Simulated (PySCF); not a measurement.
C2H9AlO4Si, SMILES C[Si](C)(O)[O][Al]([OH])[OH], singlet, GFN2-xTB optimised geometry.

```
17

Si     1.04     0.16     0.00
C      1.77     0.91    -1.58
C      1.77     0.91     1.58
O     -0.66     0.53     0.00
O      0.79    -1.41     0.00
Al    -1.03    -1.41     0.00
O     -1.75    -1.75    -1.44
O     -1.75    -1.75     1.44
H      1.77     2.00    -1.55
H      2.80     0.59    -1.70
H      1.22     0.59    -2.46
H      1.76     1.99     1.56
H      1.22     0.59     2.46
H      2.80     0.59     1.70
H     -1.04     1.41     0.00
H     -1.71    -1.93    -2.37
H     -1.70    -1.93     2.37
```

Density from PBE0/def2-SVP run with PySCF at that geometry.

Minimum of the electron density along straight lines between bonded atoms, close to the bond critical point (lines longer than 1.1 times the sum of covalent radii, or with two minima, are not listed):

```
bond    length / Å  ρ at the minimum / e bohr⁻³  ∇²ρ there / e bohr⁻⁵  position (fraction from the first atom)
------  ----------  ---------------------------  --------------------  ---------------------------------------
Si1–C2       1.897                        0.114                  0.31                                     0.38
Si1–C3       1.897                        0.114                  0.31                                     0.38
Si1–O4       1.733                          ___                  0.72                                     0.41
Si1–O5       1.588                        0.147                  1.26                                     0.41
O4–Al6       1.974                        0.045                  0.33                                     0.58
O5–Al6       1.817                          ___                   ___                                     0.58
Al6–O7       1.646                        0.106                  1.06                                     0.43
Al6–O8       1.647                        0.106                  1.06                                     0.43
C2–H9        1.086                        0.271                 -0.96                                     0.62
C2–H10       1.084                        0.272                 -0.98                                     0.63
C2–H11       1.085                        0.272                 -0.98                                     0.63
C3–H12       1.086                        0.271                 -0.96                                     0.62
C3–H13       1.085                        0.272                 -0.98                                     0.63
C3–H14       1.084                        0.272                 -0.98                                     0.63
O4–H15       0.957                        0.350                 -2.53                                     0.82
O7–H16       0.943                        0.364                 -2.57                                     0.82
O8–H17       0.943                        0.364                 -2.57                                     0.82
```

Task: Some entries are withheld; supply them.

Result: 
- Si1–O4, ρ at the minimum / e bohr⁻³: 0.099
- O5–Al6, ρ at the minimum / e bohr⁻³: 0.076
- O5–Al6, ∇²ρ there / e bohr⁻⁵: 0.57
